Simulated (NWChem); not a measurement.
System: C3H7O2, doublet; SMILES CC([O])CO

```xyz
12

C      1.3843    -0.7539     0.1199
C     -0.0763    -0.5336    -0.2658
O     -0.8688    -1.6055    -0.0270
C     -0.6726     0.7607     0.2901
O      0.0817     1.8390    -0.1908
H      1.4622    -0.9121     1.2069
H      1.7852    -1.6414    -0.3887
H      1.9820     0.1279    -0.1475
H     -0.1142    -0.4339    -1.3823
H     -0.6616     0.7009     1.3977
H     -1.7320     0.8032    -0.0281
H     -0.2371     2.6479     0.2191
```
Atoms are numbered in this order, from 1.

All runs: NWChem. Spin-unrestricted. Structure relaxed at the PBE0/def2-SVP, spin-unrestricted level. No stability test was run on the SCF state. Level BLYP/def2-SVP: single points from the atomic guess with DIIS by default; each run changes one setting, and all converged runs end within 0.3 mHa of each other. NWChem's automatic level shift, which a small gap switches on, acted in some of these runs.

**Question.** Which setting needs the most SCF iterations, or fails (DIIS on 20 Fock matrices; core-Hamiltonian guess; no level shifting; defaults; occupation smearing of 0.005 Ha)?

**Answer.** core-Hamiltonian guess, with 159 against 13 for the defaults.
```tsv
setting	SCF iterations
defaults	13
occupation smearing of 0.005 Ha	13
core-Hamiltonian guess	159
DIIS on 20 Fock matrices	12
no level shifting	13
```
